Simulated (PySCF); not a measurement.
MoF₆, SMILES [F][Mo]([F])([F])([F])([F])[F], multiplicity 1.

Geometry optimised at B3LYP-D3(BJ)/def2-SVP. The multiplicity is an assumed one; no other spin state was optimised. The isomer is the one that the SMILES or the coordinates give; other isomers of the formula were not compared. The def2 effective core potentials stand for the cores of Mo; spin–orbit coupling is left out.

Calculation: PBE/def2-TZVP (PySCF).

The molecule is in vacuum.

```yaml
total_energy: -667.26575 hartree
point_group: Oh
highest_occupied_level: -10.67 eV
lowest_empty_level: -6.19 eV
orbital_gap: 4.48 eV
dipole_moment: 0.00 D
quadrupole, principal values (traceless, Buckingham form, about the centre of nuclear charge): 0.00, 0.00, 0.00 D·Å
mean_static_polarisability: 47.7 bohr³ (7.07 Å³)
polarisability_principal_values: 47.7, 47.7, 47.7 bohr³
```
